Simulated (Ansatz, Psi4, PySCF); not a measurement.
FIn, singlet, geometry from GFN2-xTB (such geometries of metal compounds can be far from the true shape) (all electrons, no relativity). Base run: PySCF with B3LYP5/STO-3G.

Geometry (Å):
```xyz
2

In     0.0000     0.0000    -0.3142
F      0.0000     0.0000     1.7107
```
Charge 0, spin multiplicity 1.
All else is at PySCF's defaults.

The same geometry, method and basis name were run in Ansatz (an electronic-structure program) and Psi4 and PySCF, at each program's defaults and at the settings that a row names. The base is PySCF at its defaults. Differences at the defaults can come from grids, fitting, cores and function types together.

| code and settings | ΔE vs base (mEh) | basis functions | E (Eh) | SCF cycles | dipole (D) |
|---|---|---|---|---|---|
| PySCF, defaults (exact integrals, its default grid, spherical functions) | 0.000 | 32 | -5782.96096 | 9 | 0.17 |
| Ansatz, defaults (factorised integrals, its default grid, spherical functions) | -0.010 | 32 | -5782.96097 | - | - |
| PySCF, fine grid | -0.010 | 32 | -5782.96097 | 9 | 0.17 |
| Psi4, exact integrals, spherical functions, fine grid | 0.019 | 32 | -5782.96094 | 11 | 0.17 |
| Ansatz, high accuracy | -0.010 | 32 | -5782.96097 | - | - |
